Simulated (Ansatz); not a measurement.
Potential energy surface of H2B (cation, charge +1), singlet: symmetric bend, bond length relaxed. Scanned: H-B-H angle. Other coordinates (B-H bond length) were minimised at B3LYP/def2-TZVP.

Method: full CI/aug-cc-pVTZ, frozen core (Ansatz, an electronic-structure program).

Scanned values (°): 180, 167.93, 160.56, 151.92, 138.28, 128.50, 121.25, 109.71, 99.75, 88.63, 79.07, 68.18.

### Question
Describe the profile: where are the wells and the tops?

### Answer
Lower than their neighbours: 180° (0.0 kcal/mol, end of the scan). Higher than their neighbours: 68.18° (110.7 kcal/mol, end of the scan). The whole profile spans 110.7 kcal/mol.

The scan ran from 180.0 to 60.0; beyond the range shown the relaxed coordinates jump or full CI changes its symmetry label.
